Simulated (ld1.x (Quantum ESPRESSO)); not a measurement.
Reading a pseudo-wave (Te (Z = 52))

Columns: radius, all-electron u(r) and pseudo u(r) of the 4p shell (level -123.53 eV) of tellurium in the configuration [Ar] 3d10 4s2 4p6 4d10 5s2 5p3; BP86, scalar-relativistic, TM scheme, ld1.x (Quantum ESPRESSO) 7.5.

```json
{"r (bohr)": "0.065", "all-electron": "0.4680", "pseudo": "0.0155"}
{"r (bohr)": "0.130", "all-electron": "-0.0748", "pseudo": "0.0623"}
{"r (bohr)": "0.195", "all-electron": "-0.6153", "pseudo": "0.1409"}
{"r (bohr)": "0.260", "all-electron": "-0.6836", "pseudo": "0.2520"}
{"r (bohr)": "0.325", "all-electron": "-0.3941", "pseudo": "0.3951"}
{"r (bohr)": "0.390", "all-electron": "0.0422", "pseudo": "0.5663"}
{"r (bohr)": "0.455", "all-electron": "0.4743", "pseudo": "0.7554"}
{"r (bohr)": "0.520", "all-electron": "0.8256", "pseudo": "0.9439"}
{"r (bohr)": "0.585", "all-electron": "1.0711", "pseudo": "1.1069"}
{"r (bohr)": "0.650", "all-electron": "1.2142", "pseudo": "1.2205"}
{"r (bohr)": "0.715", "all-electron": "1.2716", "pseudo": "1.2720"}
{"r (bohr)": "0.780", "all-electron": "1.2640", "pseudo": "1.2640"}
{"r (bohr)": "0.845", "all-electron": "1.2114", "pseudo": "1.2114"}
{"r (bohr)": "0.910", "all-electron": "1.1303", "pseudo": "1.1303"}
{"r (bohr)": "0.975", "all-electron": "1.0335", "pseudo": "1.0335"}
{"r (bohr)": "1.040", "all-electron": "0.9303", "pseudo": "0.9303"}
{"r (bohr)": "1.105", "all-electron": "0.8271", "pseudo": "0.8271"}
{"r (bohr)": "1.170", "all-electron": "0.7280", "pseudo": "0.7280"}
{"r (bohr)": "1.235", "all-electron": "0.6357", "pseudo": "0.6357"}
{"r (bohr)": "1.300", "all-electron": "0.5514", "pseudo": "0.5514"}
{"r (bohr)": "1.365", "all-electron": "0.4756", "pseudo": "0.4756"}
{"r (bohr)": "1.430", "all-electron": "0.4084", "pseudo": "0.4084"}
{"r (bohr)": "1.495", "all-electron": "0.3492", "pseudo": "0.3492"}
{"r (bohr)": "1.560", "all-electron": "0.2977", "pseudo": "0.2977"}
{"r (bohr)": "1.625", "all-electron": "0.2530", "pseudo": "0.2530"}
{"r (bohr)": "1.690", "all-electron": "0.2145", "pseudo": "0.2145"}
```

(1) How many radial nodes do the two functions have?

(2) At about which radius was the pseudo-wave matched?

(3) Where does each function peak?

(4) Is the pseudo-wave norm-conserving?

## Answers

(1) The all-electron 4p function has n − l − 1 = 2; the pseudo-wave has 0, since the states of the same l below it are removed with the core.

(2) 0.80 bohr. The columns agree to 0.0005 from 0.71 bohr on; several derivatives are matched, so the curves merge somewhat inside the radius.

(3) Outermost all-electron maximum near 0.71 bohr, pseudo maximum near 0.71 bohr (to the table’s step).

(4) Yes: the TM scheme keeps the norm inside the radius equal to the all-electron one, which fixes the energy derivative of the logarithmic derivative at the level.
